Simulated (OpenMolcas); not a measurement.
# d1 ions of charge +4 down a group with 4 bromide ligands in tetrahedral coordination

```yaml
Program: OpenMolcas
Method: CASSCF
Spin-orbit_coupling: state interaction with AMFI integrals over the reference wave functions
```

The d shell is active. Anionic complexes are neutralised by point charges behind the ligands. Distances were set from a Shannon-type radius of the metal (high-spin where two are listed) plus a fixed donor radius (Br 1.91 Å). Ligand basis ANO-RCC-VDZP, DKH2 Hamiltonian. States (labels of Td). Energies in cm-1 above the lowest state or level, χT in cm3 K/mol; 10Dq is the gap between the two states; 10Dq is negative for this site. Spin-only χT is S(S+1) / 2 for the spin of the ground state.

```
 Ion  Shell  R (Å)   Metal basis  Ground state  First state of that spin   10Dq  First gap with spin-orbit (degeneracies)  χT at 300 K  Spin-only χT
 V4+    3d1   2.36  ANO-RCC-VTZP            2E                  2T2 6970  -6970                               6736 (4, 2)        0.384         0.375
Ta4+    5d1   2.46  ANO-RCC-VTZP            2E                  2T2 8276  -8276                               9097 (4, 4)        0.195         0.375
```

|10Dq| changes by a factor of 8276 / 6970 = 1.19 from V4+ to Ta4+.

χT departs most from the spin-only value for Ta4+, by -0.180 cm3 K/mol.

An orbital doublet at a regular site is open to a Jahn-Teller distortion, which this geometry leaves out. Ligand-to-metal charge-transfer states are missing. The least metal-like active orbital is 78 % on the metal (Löwdin) and no ligand orbital is active, so the numbers are rough (holds for V4+). This ion would oxidise such ligands; the complex is a model and need not exist (holds for V4+). With metal d orbitals alone and no dynamic correlation the field as a rule comes out too small, by tens of per cent, by up to half for chloride and softer ligands (holds for V4+). The least metal-like active orbital is 69 % on the metal (Löwdin) and no ligand orbital is active, so the numbers are rough (holds for Ta4+). With metal d orbitals alone the field can be off either way by tens of per cent (holds for Ta4+). No measured value stands beside these numbers; the geometry is a model, was not optimised and need not be the one that this ion takes.
